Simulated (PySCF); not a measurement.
A species of formula C6H10O2 has this rotational fingerprint, computed with PBE0/pcSseg-1 in PySCF (dipole) on a GFN2-xTB geometry, gas phase:

```
Rotational constants : A = 8053, B = 725.0, C = 695.4 MHz
Dipole components    : |μa| = 0.36 D, |μb| = 0.15 D, |μc| = 1.20 D
Inertial defect      : -33.09 u·Å²
κ                    : -0.99
```

Question: Which candidate fits, each taken in the one conformer that was computed?
A. `[CH3:1][CH:2]([CH3:3])[CH2:4][O:5][CH:6]=[C:7]=[O:8]` with C1–C2–C4–O5 173°, C2–C4–O5–C6 179°, C4–O5–C6–C7 2°
B. `[CH3:1][CH2:2][CH2:3][C@H:4]1[CH2:5][O:6][C:7]1=[O:8]` with C1–C2–C3–C4 180°, C2–C3–C4–C5 77°
C. `[CH3:1][O:2][C@@:3]12[CH2:4][CH2:5][CH2:6][C@@H:7]1[O:8]2` with C1–O2–C3–C4 81°, O2–C3–C4–C5 166°, C3–C4–C5–C6 -29°, C4–C5–C6–C7 30°, C5–C6–C7–O8 44°
D. `[CH3:1][C:2](=[O:3])[O:4][C@@H:5]1[CH2:6][C@@H:7]1[CH3:8]` with C1–C2–O4–C5 180°, C2–O4–C5–C6 -162°
E. `[CH2:1]=[CH:2]/[CH:3]=[CH:4]/[O:5][CH2:6][O:7][CH3:8]` with C1–C2–C3–C4 180°, C3–C4–O5–C6 0°, C4–O5–C6–O7 178°, O5–C6–O7–C8 67°

Answer: E. It is C=C/C=C/OCOC, a near-prolate asymmetric top, point group C1. The candidates at the same level (rigid rotor, commonest isotopes):

| SMILES | A (MHz) | B (MHz) | C (MHz) | μa (D) | μb (D) | μc (D) | Δ (u·Å²) | point group | rotor |
| --- | --- | --- | --- | --- | --- | --- | --- | --- | --- |
| C=C/C=C/OCOC | 8053 | 725.0 | 695.4 | 0.36 | 0.15 | 1.20 | -33.09 | C1 | near-prolate asymmetric top |
| CC(=O)O[C@@H]1C[C@@H]1C | 3999 | 1223 | 1122 | 1.15 | 1.34 | 1.09 | -89.28 | C1 | near-prolate asymmetric top |
| CC(C)COC=C=O | 4267 | 967.2 | 847.6 | 1.28 | 0.25 | 0.19 | -44.75 | C1 | near-prolate asymmetric top |
| CO[C@@]12CCC[C@@H]1O2 | 4497 | 1655 | 1435 | 0.34 | 1.12 | 0.35 | -65.66 | C1 | asymmetric top |
| CCC[C@H]1COC1=O | 4587 | 1071 | 927.4 | 3.71 | 2.41 | 0.92 | -37.12 | C1 | near-prolate asymmetric top |

`CO[C@@]12CCC[C@@H]1O2` has B 128 % too high; `CC(=O)O[C@@H]1C[C@@H]1C` has B 69 % too high; `CC(C)COC=C=O` has A 47 % too low; `CCC[C@H]1COC1=O` has B 48 % too high. No structure here is proved a minimum.
